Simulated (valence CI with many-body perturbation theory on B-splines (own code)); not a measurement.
Sm³⁰⁺: E2, M1 decay

Calculated by relativistic CI+MBPT: four valence electrons over a frozen Dirac-Fock core [Ar] 3d10, a basis of 11 s, 11 p, 9 d, 7 f, 5 g, 2 h, 1 i functions for each j, with the one-electron correlation potential Σ1 (screened to all orders), the two-electron term Σ2, the three-electron term Σ3, Breit, model QED; selected single and double excitations, second order for the rest (own B-spline code, finite nucleus).

No measured spectrum was set against this ion. As an estimate, large intervals hold to a few tenths of a per cent, small ones and those within an open d or f shell to about a per cent.

Lines 1 to 11 of 11 in falling wavelength, among levels below 2307700 cm⁻¹, chosen from the decays that carry over 1 % of a level's rate. Wavelengths and rates use the calculated energies. Electric multipoles are in the length gauge, E1 and E2 with the static RPA response of the core. Weak lines are less certain than strong ones. Lines between different terms over intervals too small for the method are left out, as are lines whose strength nearly cancels.

Levels are named by their leading jj configuration (3d3/2^4 stands for four electrons in 3d with j = 3/2), which in mixed levels can hold well under half, so a name can repeat and another be missing.

```tsv
λ vac (Å)	Upper	Lower	Type	A (s⁻¹)	Branch %
3860	(4s^2 4p1/2 4p3/2) J=2	(4s^2 4p1/2 4p3/2) J=1	M1	9.40e+01	2.8
418.5	(4s^2 4p3/2 4d5/2) J=4	(4s^2 4p1/2 4d5/2) J=3	M1	1.93e+05	87.3
373.7	(4s^2 4p1/2 4p3/2) J=1	(4s^2 4p1/2^2) J=0	M1	2.52e+05	100.0
348.3	(4s^2 4p3/2^2) J=2	(4s^2 4p1/2 4p3/2) J=2	M1	2.28e+05	47.1
348.3	(4s^2 4p3/2^2) J=2	(4s^2 4p1/2 4p3/2) J=2	E2	6.10e+03	1.3
340.7	(4s^2 4p1/2 4p3/2) J=2	(4s^2 4p1/2^2) J=0	E2	3.21e+03	97.2
319.5	(4s^2 4p3/2^2) J=2	(4s^2 4p1/2 4p3/2) J=1	M1	2.47e+05	51.0
289.6	(4s^2 4p3/2^2) J=0	(4s^2 4p1/2 4p3/2) J=2	E2	1.98e+04	2.7
269.4	(4s^2 4p3/2^2) J=0	(4s^2 4p1/2 4p3/2) J=1	M1	7.20e+05	97.3
231.9	(4s^2 4p3/2 4d5/2) J=4	(4s 4p1/2 4p3/2^2) J=3	M1	1.43e+04	6.5
137.2	(4s^2 4p3/2 4d5/2) J=4	(4s 4p1/2^2 4p3/2) J=2	E2	7.53e+03	3.4
```
